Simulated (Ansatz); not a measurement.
CH4Si2, SMILES `[SiH2]=C=[SiH2]` (charge 0, multiplicity 1).

Cartesian coordinates (Å):
```xyz
7

Si     1.6298     0.1648    -0.3431
C      0.0002     0.0001     0.0010
Si    -1.6294    -0.1646     0.3452
H      2.7006    -0.5474     0.3921
H      2.1584     1.0386    -1.4160
H     -2.5032    -1.1815    -0.2846
H     -2.3549     0.6906     1.3129
```
Charge 0, spin multiplicity 1.

Frozen-core energies in cc-pVDZ from Ansatz (a first-principles code) at a geometry from PBE0-D3(BJ)/def2-TZVP; the HF reference has <S^2> = 0.00 (restricted, and unstable towards unrestricted orbitals) and the T1 diagnostic is 0.019.

```tsv
level	energy (Ha)	difference from CCSDT(Q) (mHa)
HF	-617.92749	387.81
MP2	-618.25587	59.42
CCSD	-618.29577	19.53
CCSD(T)	-618.31249	2.80
CCSDT	-618.31374	1.55
CCSDT(Q)	-618.31529	0.00
```
